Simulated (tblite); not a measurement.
Species: C6H9NOSi.
Cartesian coordinates in Å at the GFN2-xTB level; atoms count from 1:
```
atom  x, y, z in Å
C1     2.590    0.159    0.526
C2     1.561   -0.650    0.350
C3     0.576   -0.524   -0.767
C4    -0.853   -0.276   -0.254
Si5   -0.882    1.241    0.976
C6    -1.361   -1.401    0.465
N7    -1.757   -2.304    1.046
C8    -1.781    0.119   -1.351
O9    -1.442    0.609   -2.394
H10    3.281    0.033    1.341
H11    2.792    0.973   -0.150
H12    1.380   -1.471    1.033
H13    0.577   -1.446   -1.359
H14    0.846    0.301   -1.429
H15   -0.176    2.317    0.293
H16   -0.223    0.804    2.200
H17   -2.285    1.568    1.226
H18   -2.850   -0.044   -1.110
```

Calculated harmonic vibrations of the isolated species, GFN2-xTB (tblite), most abundant isotopes, no scaling. The method is semi-empirical: single wavenumbers can be off by several per cent or more. Modes of hydrogen on silicon can be 10 to 20 % off. One conformer, not necessarily the lowest.

Harmonic wavenumbers (cm⁻¹): 46.5, 74.6, 80.1, 116.4, 133.1, 153.9, 174.8, 228.3, 273.3, 314.7, 408.7, 445.1, 522.8, 531.9, 544.8, 560.1, 649.2, 667.7, 743.7, 762.5, 783.7, 841.9, 895.2, 914.4, 959.5, 979.1, 1025.5, 1074.1, 1148.5, 1171.3, 1221.9, 1276.8, 1309.5, 1381.6, 1413.2, 1471.9, 1712.7, 1754.3, 2302.5, 2334.6, 2339.5, 2386.4, 2759.0, 2940.8, 2992.8, 3055.2, 3100.3, 3130.8.

A = 1506, B = 1129, C = 1001 MHz; mass 139.045 u (most abundant isotopes); point group C1, symmetry number 1.

Q: Zero-point energy?

A: ½Σν̃ = 28055 cm⁻¹ = 335.61 kJ/mol.

Q: What is S at 350 K and 1 bar for an ideal gas of classical rigid rotors and harmonic oscillators?

A: Translation 173.73, rotation 125.95, vibration 172.31: S = 472.0 J/(mol K).

Q: And Cp and H(350 K) − H(0)?

A: Cp = 198.08 J/(mol K), of which vibrations give 164.82 (their classical limit is 48 R = 399.1); H(350 K) − H(0) = 42.49 kJ/mol without the zero-point energy, 30.85 from vibrations.

Q: How do the functions run with temperature in this model?

A: 
| T (K) | S (J/(mol K)) | Cp (J/(mol K)) | H − H(0) (kJ/mol) | G − H(0) (kJ/mol) | ln q(vib) |
| --- | --- | --- | --- | --- | --- |
| 50 | 251.0 | 62.1 | 2.21 | -10.34 | 0.61 |
| 100 | 303.4 | 90.3 | 6.07 | -24.27 | 2.16 |
| 298.15 | 441.9 | 177.7 | 32.74 | -99.01 | 8.54 |
| 373.15 | 484.9 | 206.6 | 47.18 | -133.78 | 10.82 |
| 500 | 551.3 | 246.8 | 76.05 | -199.58 | 14.54 |
| 750 | 662.7 | 302.3 | 145.22 | -351.80 | 21.32 |
| 1000 | 755.0 | 338.5 | 225.63 | -529.34 | 27.42 |

q(vib) and H(0) count from the zero-point level.

Q: What must be added to the electronic energy to get the Gibbs energy at 350 K and 1 bar?

A: ZPE + [H(350 K) − H(0)] − T·S = 335.61 + 42.49 − 165.20 = 212.90 kJ/mol.

Hindered rotation and anharmonicity are outside this model. Other conformers, if any are populated, would add a mixing term that is left out. The structure is chiral; the term R ln 2 for an equal mix with its mirror image is left out.
